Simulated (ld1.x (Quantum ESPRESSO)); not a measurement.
**Transferability test, TM potential for indium**

indium (In), norm-conserving Troullier–Martins (Kleinman–Bylander form), made with ld1.x (Quantum ESPRESSO) 7.5 (LDA (PZ), scalar-relativistic). Core [Kr] 4d10, reference 5s1 5p0 (charge +2). Waves: 5p (bound, empty): rc 2.45 bohr; 5d channel at 0.35 Ry: rc 2.05 bohr; 5s (bound): rc 1.80 bohr. Local part: the s channel. Core correction: a·sin(br)/r model core inside 1.60 bohr.

Energies are relative to the spin-unpolarised reference configuration 5s1 5p0; without spin polarisation the order of configurations can differ from experiment. Spin-polarised rows fill each open shell by Hund’s rule, majority spin first.

```json
{"valence configuration": "5s2 5p1", "charge": "0", "ΔE all-electron (eV)": "-25.255", "error AE − PS (meV)": "-167"}
{"valence configuration": "5s2 5p0", "charge": "+1", "ΔE all-electron (eV)": "-19.661", "error AE − PS (meV)": "-100"}
{"valence configuration": "5s2 5p0.5", "charge": "+0.5", "ΔE all-electron (eV)": "-23.210", "error AE − PS (meV)": "-140"}
{"valence configuration": "5s1 5p2", "charge": "0", "ΔE all-electron (eV)": "-19.317", "error AE − PS (meV)": "-80"}
{"valence configuration": "5s2 5p1.3", "charge": "-0.3", "ΔE all-electron (eV)": "-25.837", "error AE − PS (meV)": "-176"}
{"valence configuration": "5s1 5p1", "charge": "+1", "ΔE all-electron (eV)": "-12.965", "error AE − PS (meV)": "-34"}
{"valence configuration": "5s0 5p3", "charge": "0", "ΔE all-electron (eV)": "-13.093", "error AE − PS (meV)": "-32"}
{"valence configuration": "5s1 5p0 (spin-polarised)", "charge": "+2", "ΔE all-electron (eV)": "-0.224", "error AE − PS (meV)": "-4.9"}
```

Task: What are ΔE and the potential's error for 5s2 5p1 (spin-polarised)?

Result: ΔE = -25.372 eV all-electron; the error (AE − PS) is -167 meV.

Levels in the configuration 5s1 5p2:

```
level  all-electron (eV)  pseudo (eV)
   5s             -9.483       -9.383
   5p             -3.396       -3.364
```

Note: ghost state, extra bound levels that the all-electron valence spectrum of the same l lacks: d at -75.9 eV. A true bound ghost makes a file unfit for plane-wave use.
